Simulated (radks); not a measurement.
Question: Valence configurations of the holmium ion Ho+ (all share [Xe]). All-electron calculation, Dirac Kohn-Sham, PBE, spin-unpolarised, spherical densities, finite nucleus; open shells fill j = l - 1/2 first; Fermi nuclear charge, rms radius 5.2022 fm. Program: a radial shooting solver on a logarithmic mesh with Libxc functionals. Order these by energy: 4f11 6p1; 4f11 5d1; 4f10.5 5d0.5 6s1; 4f11 6s1; 4f11 6s0.5 6p0.5; 4f10 6s2; 4f10 5d1 6s1; 4f10.5 5d1 6s0.5; 4f11 5d0.5 6s0.5; 4f10 6s1 6p1.

Answer: From the lowest, in eV above it: 4f11 6s1 0.000; 4f11 5d0.5 6s0.5 1.056; 4f11 6s0.5 6p0.5 1.612; 4f10.5 5d0.5 6s1 1.635; 4f11 5d1 2.197; 4f10.5 5d1 6s0.5 2.525; 4f11 6p1 3.236; 4f10 6s2 3.423; 4f10 5d1 6s1 4.427; 4f10 6s1 6p1 7.186. NIST lists [Xe] 4f11 6s1 as the ground configuration; this level of theory agrees among the configurations tried. The energies are those of spherical spin-averaged densities, not of single terms.
